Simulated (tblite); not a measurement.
Parent: `[CH3:1][C@@H:2]1[SiH2:3][S:4][CH2:5][C@H:6]1[F:7]` with C1–C2–Si3–S4 -145°, C2–Si3–S4–C5 -5°, Si3–S4–C5–C6 31°, S4–C5–C6–F7 -175°, C4H9FSSi.

Structures optimised with GFN2-xTB, isolated species. One conformer each, not checked by frequencies here.

```tsv
coordinate of the parent	value
C1–C2	1.524 Å
C2–Si3	1.906 Å
Si3–S4	2.145 Å
S4–C5	1.824 Å
C5–C6	1.521 Å
C6–F7	1.384 Å
C2–C6	1.524 Å
C1–C2–Si3	114.6°
C1–C2–C6	111.7°
Si3–C2–C6	105.7°
C2–Si3–S4	96.9°
Si3–S4–C5	94.1°
S4–C5–C6	109.5°
C5–C6–F7	108.3°
C2–C6–C5	110.9°
C2–C6–F7	110.3°
```

**Question.** How does the shared frame change in `[CH3:1][CH2:2][C@@:3]1([F:4])[CH2:5][S:6][SiH2:7][C@H:8]1[CH3:9]` with C1–C2–C3–F4 -64°, C2–C3–C5–S6 71°, C3–C5–S6–Si7 33°, C5–S6–Si7–C8 -5°, S6–Si7–C8–C9 -150°, C6H13FSSi? Atoms pair as C1 = C9, C2 = C8, Si3 = Si7, S4 = S6, C5 = C5, C6 = C3, F7 = F4 (parent first).

**Answer.** 
```
   parent   relative  value in the relative  change
    C1–C2      C9–C8                1.525 Å  +0.001
   C2–Si3     C8–Si7                1.904 Å  -0.002
   Si3–S4     Si7–S6                2.143 Å  -0.002
    S4–C5      S6–C5                1.823 Å  -0.001
    C5–C6      C5–C3                1.528 Å  +0.007
    C6–F7      C3–F4                1.401 Å  +0.017
    C2–C6      C8–C3                1.535 Å  +0.011
C1–C2–Si3  C9–C8–Si7                 114.8°    +0.2
 C1–C2–C6   C9–C8–C3                 114.3°    +2.6
Si3–C2–C6  Si7–C8–C3                 106.5°    +0.8
C2–Si3–S4  C8–Si7–S6                  96.7°    -0.2
Si3–S4–C5  Si7–S6–C5                  93.3°    -0.8
 S4–C5–C6   S6–C5–C3                 110.5°    +1.0
 C5–C6–F7   C5–C3–F4                 106.1°    -2.2
 C2–C6–C5   C8–C3–C5                 108.0°    -2.9
 C2–C6–F7   C8–C3–F4                 108.2°    -2.1
```

Of the parent's bonds, C6–F7 changes most (+0.017 Å). Bonds of the relative outside the shared frame: C1–C2 1.526, C2–C3 1.530 Å. Point group C1 → C1.

**Question.** How does the shared frame change in `[CH3:1][C@@H:2]1[SiH2:3][S:4][CH2:5][C@:6]1([F:7])[CH:8]([F:9])[F:10]` with C5–C6–C8–F9 -163°, C1–C2–Si3–S4 -89°, C2–Si3–S4–C5 -11°, Si3–S4–C5–C6 -15°, S4–C5–C6–F7 -73°, C5H9F3SSi? Atoms pair as C1 = C1, C2 = C2, Si3 = Si3, S4 = S4, C5 = C5, C6 = C6, F7 = F7 (parent first).

**Answer.** 
```csv
parent,relative,value in the relative,change
C1–C2,C1–C2,1.525 Å,+0.001
C2–Si3,C2–Si3,1.912 Å,+0.006
Si3–S4,Si3–S4,2.144 Å,-0.001
S4–C5,S4–C5,1.831 Å,+0.007
C5–C6,C5–C6,1.523 Å,+0.002
C6–F7,C6–F7,1.396 Å,+0.012
C2–C6,C2–C6,1.524 Å,0.000
C1–C2–Si3,C1–C2–Si3,112.6°,-2.0
C1–C2–C6,C1–C2–C6,112.8°,+1.1
Si3–C2–C6,Si3–C2–C6,103.6°,-2.1
C2–Si3–S4,C2–Si3–S4,96.0°,-0.9
Si3–S4–C5,Si3–S4–C5,95.0°,+0.9
S4–C5–C6,S4–C5–C6,111.4°,+1.9
C5–C6–F7,C5–C6–F7,107.7°,-0.6
C2–C6–C5,C2–C6–C5,112.2°,+1.3
C2–C6–F7,C2–C6–F7,106.9°,-3.4
```

Of the parent's bonds, C6–F7 changes most (+0.012 Å). Bonds of the relative outside the shared frame: C6–C8 1.542, C8–F9 1.350, C8–F10 1.352 Å. Point group C1 → C1.

**Question.** How does the shared frame change in `[CH3:1][C:2](=[S:3])[C@@:4]1([F:5])[CH2:6][S:7][SiH2:8][C@H:9]1[CH3:10]` with C1–C2–C4–F5 -17°, C2–C4–C6–S7 78°, C4–C6–S7–Si8 28°, C6–S7–Si8–C9 -2°, S7–Si8–C9–C10 -150°, C6H11FS2Si? Atoms pair as C1 = C10, C2 = C9, Si3 = Si8, S4 = S7, C5 = C6, C6 = C4, F7 = F5 (parent first).

**Answer.** 
```csv
parent,relative,value in the relative,change
C1–C2,C10–C9,1.523 Å,-0.001
C2–Si3,C9–Si8,1.908 Å,+0.002
Si3–S4,Si8–S7,2.153 Å,+0.008
S4–C5,S7–C6,1.816 Å,-0.008
C5–C6,C6–C4,1.540 Å,+0.019
C6–F7,C4–F5,1.399 Å,+0.015
C2–C6,C9–C4,1.530 Å,+0.006
C1–C2–Si3,C10–C9–Si8,115.8°,+1.2
C1–C2–C6,C10–C9–C4,113.1°,+1.4
Si3–C2–C6,Si8–C9–C4,107.6°,+1.9
C2–Si3–S4,C9–Si8–S7,96.6°,-0.3
Si3–S4–C5,Si8–S7–C6,94.0°,-0.1
S4–C5–C6,S7–C6–C4,112.3°,+2.8
C5–C6–F7,C6–C4–F5,105.6°,-2.7
C2–C6–C5,C9–C4–C6,109.2°,-1.7
C2–C6–F7,C9–C4–F5,108.3°,-2.0
```

Of the parent's bonds, C5–C6 changes most (+0.019 Å). Bonds of the relative outside the shared frame: C1–C2 1.484, C2=S3 1.624, C2–C4 1.501 Å. Point group C1 → C1.

The numbers are calculated, not measured.
